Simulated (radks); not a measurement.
All-electron atom: Rh18+ in [Ne] 3s2 3p5.5 3d9 4f0.5 (fractional occupations, a model configuration). Method: Dirac Kohn-Sham, PBE, spin-unpolarised, spherical densities, finite nucleus; open shells fill j = l - 1/2 first; Fermi nuclear charge, rms radius 4.4945 fm; computed with a radial shooting solver on a logarithmic mesh with Libxc functionals.

Normalised radial functions P(r) = r R(r) (large component), r in bohr:

```
   r/bohr * 3s1/2, o 4s1/2, + 4p1/2 (the largest magnitude, 1.84, reaches the edge; | marks zero, & curves that meet)
 0.002346                             + o*
 0.003006                             + o *
 0.003883                             + o  *
 0.004976                             +  o  *
 0.006377                             +  o  *
 0.008171                             |+  o  *
  0.01047                             |+  o   *
  0.01342                             |+   o   *
   0.0172                             | +  o   *
  0.02204                             |  +o   *
  0.02824                             |  o+ *
  0.03648                             |o*  +
  0.04674                          * o|      +
   0.0599                     *   o   |      +
  0.07676                *     o      |      +
  0.09836              *      o       |     +
    0.126                 *     o     | +
   0.1615                          &  o
    0.207                     +       |      o  *
   0.2652                  +          |          o          *
   0.3426                    +        |         o                *
   0.4391                             +o                     *
   0.5626                  o          |          +   *
    0.721          o                  |     *           +
   0.9239           o                 | *               +
    1.184                   o         *          +
    1.517                         o   *   +
    1.944                            o*+
    2.491                             &
```

3s1/2: eigenvalue -1075.0 eV, 2 radial nodes at r = 0.0414, 0.171 bohr, <r> = 0.381 bohr, 90 % of the charge inside 0.560 bohr. 4s1/2 (empty): eigenvalue -470.72 eV, 3 radial nodes at r = 0.0411, 0.164, 0.447 bohr, <r> = 0.812 bohr, 90 % of the charge inside 1.15 bohr. 4p1/2 (empty): eigenvalue -435.34 eV, 2 radial nodes at r = 0.142, 0.440 bohr, <r> = 0.828 bohr, 90 % of the charge inside 1.18 bohr.
